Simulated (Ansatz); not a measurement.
Cost and result for the atomization energy of `[OH][GeH]1[CH2]S[CH2]1` (11 atoms, 11 bonds).

| atom | x (Å) | y (Å) | z (Å) |
| --- | --- | --- | --- |
| O1 | -1.409 | 1.723 | -0.372 |
| Ge2 | -0.704 | 0.280 | 0.393 |
| C3 | -0.252 | -1.236 | -0.782 |
| S4 | 1.431 | -1.297 | -0.073 |
| C5 | 1.229 | 0.310 | 0.771 |
| H6 | -0.913 | 2.018 | -1.139 |
| H7 | -1.637 | -0.013 | 1.574 |
| H8 | -0.242 | -1.002 | -1.847 |
| H9 | -0.805 | -2.160 | -0.618 |
| H10 | 1.780 | 1.109 | 0.273 |
| H11 | 1.520 | 0.268 | 1.821 |

The species carries charge 0 and has multiplicity 1. Correlated methods include outer-core shells of Ge, which these sets cover unevenly. Scalar relativity is left out up to krypton. Geometry: relaxed with PBE0-D4/def2-TZVP. It is one conformer, not always the lowest. Program: Ansatz. All runs use 4 threads of an Intel Xeon Platinum 8488C on a shared host. Times are those of one run each, without the atoms' runs, and a repeat can differ threefold. Electronic energies, without spin–orbit coupling; frozen cores. CCSD(T)/CBS adds CCSD(T) − MP2 in def2-TZVPP to the MP2 limit, and its time is that of the two runs behind it. T1 = 0.012. With those shells the extrapolation isn't a true limit. B3LYP takes the VWN-RPA correlation (the form of Gaussian; ORCA's B3LYP/G).

CCSD(T)/CBS is a level of theory with its own doubt, some kJ/mol a heavy atom from the limit and from the frozen cores, so smaller differences don't rank the functionals.

| level | functions | wall time | atomization (kJ/mol) | difference from CCSD(T)/CBS | per bond |
| --- | --- | --- | --- | --- | --- |
| PBE-D4/def2-TZVPP (with forces) | 267 | 2 s | 4010.8 | 66.0 | 6.0 |
| PBE0-D4/def2-TZVPP | 267 | 2.9 s | 3937.7 | -7.1 | -0.6 |
| r2SCAN-D4/def2-TZVPP (with forces) | 267 | 3.3 s | 3943.6 | -1.2 | -0.1 |
| B3LYP-D4/def2-TZVPP (with forces) | 267 | 4.4 s | 3899.3 | -45.5 | -4.1 |
| B2PLYP/def2-TZVPP | 267 | 5.5 s | 3871.7 | -73.1 | -6.6 |
| ωB97X-V/def2-TZVPP | 267 | 6.5 s | 3949.0 | 4.2 | 0.4 |
| ωB97M-V/def2-TZVPP (with forces) | 267 | 9 s | 3935.1 | -9.7 | -0.9 |
| MP2/def2-QZVPP | 510 | 22 s | 3974.4 | 29.6 | 2.7 |
| CCSD(T)/def2-TZVPP | 267 | 2.6 min | 3841.8 | -103.0 | -9.4 |
| CCSD(T)/CBS(def2) | – | 3 min | 3944.8 | 0.0 | 0.0 |

The D4 term adds +43.4 kJ/mol with B3LYP and +22.6 kJ/mol with PBE0; it sums over pairs of atoms, weighted by their polarisabilities, and B3LYP, whose exchange is more repulsive, gets the larger term. From PBE to PBE0 (25 % exact exchange), in def2-TZVPP and without D4, the atomization energy moves by −68.9 kJ/mol: exact exchange takes away binding that semilocal exchange gives to molecules. In def2-TZVPP, CCSD(T) changes the Hartree–Fock value by +1083.6 kJ/mol (the triples alone add +71.5 kJ/mol) and MP2 by +1156.0 kJ/mol; breaking electron pairs costs correlation energy, which Hartree–Fock lacks.
